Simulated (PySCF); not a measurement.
A calculated (r2SCAN, PySCF 2.14, Sapporo-DKH3-DZP-2012, scalar relativity by spin-free X2C-1e) atom or ion has these occupied shells.

```json
{"shell": "1s α", "electrons": "1", "orbital energy (eV)": "-8896.5", "rms radius, mean of both spins (bohr)": "0.0602"}
{"shell": "1s β", "electrons": "1", "orbital energy (eV)": "-8896.5", "rms radius, mean of both spins (bohr)": "0.0602"}
{"shell": "2s α", "electrons": "1", "orbital energy (eV)": "-1098.7", "rms radius, mean of both spins (bohr)": "0.255"}
{"shell": "2s β", "electrons": "1", "orbital energy (eV)": "-1097.9", "rms radius, mean of both spins (bohr)": "0.255"}
{"shell": "2p α", "electrons": "3", "orbital energy (eV)": "-950.27", "rms radius, mean of both spins (bohr)": "0.228"}
{"shell": "2p β", "electrons": "3", "orbital energy (eV)": "-949.66", "rms radius, mean of both spins (bohr)": "0.228"}
{"shell": "3s α", "electrons": "1", "orbital energy (eV)": "-145.03", "rms radius, mean of both spins (bohr)": "0.763"}
{"shell": "3s β", "electrons": "1", "orbital energy (eV)": "-143.17", "rms radius, mean of both spins (bohr)": "0.763"}
{"shell": "3p α", "electrons": "3", "orbital energy (eV)": "-100.84", "rms radius, mean of both spins (bohr)": "0.810"}
{"shell": "3p β", "electrons": "3", "orbital energy (eV)": "-99.081", "rms radius, mean of both spins (bohr)": "0.810"}
{"shell": "3d α", "electrons": "5", "orbital energy (eV)": "-30.551", "rms radius, mean of both spins (bohr)": "1.06"}
{"shell": "3d β", "electrons": "4", "orbital energy (eV)": "-29.388", "rms radius, mean of both spins (bohr)": "1.06"}
```

Name the element and its charge.

Cu(2+) (copper, charge +2), in [Ar] 3d9, 2D determinant.
